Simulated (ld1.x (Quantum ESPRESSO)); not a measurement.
Reading a pseudo-wave (Zr (Z = 40))

Columns: radius, all-electron u(r) and pseudo u(r) of the 4d shell (level -4.80 eV) of zirconium in the configuration [Kr] 4d2 5s1 5p1; LDA (PZ), scalar-relativistic, TM scheme, ld1.x (Quantum ESPRESSO) 7.5.

| r (bohr) | all-electron | pseudo |
| --- | --- | --- |
| 0.165 | 0.2139 | -0.0058 |
| 0.330 | 0.2973 | -0.0428 |
| 0.495 | 0.1243 | -0.1271 |
| 0.660 | -0.1160 | -0.2513 |
| 0.825 | -0.3304 | -0.3900 |
| 0.990 | -0.4912 | -0.5146 |
| 1.155 | -0.5982 | -0.6067 |
| 1.320 | -0.6605 | -0.6631 |
| 1.485 | -0.6888 | -0.6893 |
| 1.650 | -0.6930 | -0.6930 |
| 1.815 | -0.6806 | -0.6806 |
| 1.980 | -0.6573 | -0.6573 |
| 2.145 | -0.6273 | -0.6273 |
| 2.310 | -0.5935 | -0.5935 |
| 2.475 | -0.5578 | -0.5578 |
| 2.640 | -0.5218 | -0.5218 |
| 2.805 | -0.4862 | -0.4862 |
| 2.970 | -0.4516 | -0.4516 |
| 3.135 | -0.4186 | -0.4186 |
| 3.300 | -0.3871 | -0.3871 |
| 3.465 | -0.3574 | -0.3574 |
| 3.630 | -0.3294 | -0.3294 |
| 3.795 | -0.3033 | -0.3033 |
| 3.960 | -0.2789 | -0.2789 |
| 4.125 | -0.2562 | -0.2562 |
| 4.290 | -0.2352 | -0.2352 |

(1) How many radial nodes do the two functions have?

(2) At about which radius was the pseudo-wave matched?

(3) Is the pseudo-wave norm-conserving?

## Answers

(1) The all-electron 4d function has n − l − 1 = 1; the pseudo-wave has 0, since the states of the same l below it are removed with the core.

(2) 1.80 bohr, where the columns begin to agree (steps of 0.17 bohr).

(3) Yes: the TM scheme keeps the norm inside the radius equal to the all-electron one, which fixes the energy derivative of the logarithmic derivative at the level.
